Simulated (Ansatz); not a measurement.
This geometry of ClFH2O2Zr + ClH (9 atoms, charge 0, multiplicity 1) is a first-order saddle point.

The calculation used RKS PBE0/def2-SVP (Ansatz 0.2.0).

```xyz
9
Properties=species:S:1:pos:R:3
Zr 0.077 0.170 0.055
F -0.048 0.170 2.165
Cl 1.926 -0.209 -1.373
O -1.139 1.366 -0.756
H -1.805 1.815 -1.277
O -0.755 -1.527 -0.011
H -1.174 -2.387 -0.028
Cl 1.504 2.094 1.368
H 0.681 1.133 2.163
```

Q: Which two structures does it join? (They come from a converged band through this point; their orientation in space is the band's.)

A: Bonds broken: Cl8–H9. Bonds formed: Zr1–Cl8, F2–H9. ClFH2O2Zr + ClH becomes Cl2FH3O2Zr.

First end point:

```xyz
9
Properties=species:S:1:pos:R:3
Zr -0.088 -0.220 -0.007
F 0.227 0.060 1.883
Cl 1.955 -0.411 -1.187
O -1.142 1.193 -0.703
H -1.644 1.928 -1.055
O -1.020 -1.863 -0.178
H -1.572 -2.619 -0.378
Cl 1.509 2.839 1.735
H 1.043 1.719 2.196
```

Last end point:

```xyz
9
Properties=species:S:1:pos:R:3
Zr 0.285 0.226 -0.138
F -0.749 0.791 2.015
Cl 1.697 -0.152 -1.992
O -1.011 1.421 -0.828
H -1.766 1.904 -1.166
O -0.374 -1.506 0.254
H -0.853 -2.320 0.409
Cl 1.940 1.167 1.425
H 0.098 1.095 2.330
```

Q: How far does it lie above each of them?

A: 0.212 eV above the first and 0.263 eV above the second. This is the barrier of this one path; another mechanism may lie lower. The orbitals stay closed-shell, which can raise the energy where a bond breaks towards radicals; this wasn't checked here.

Run time: 6.3 min on 4 threads of Arm Neoverse V1 (shared host), peak memory 0.33 GiB.
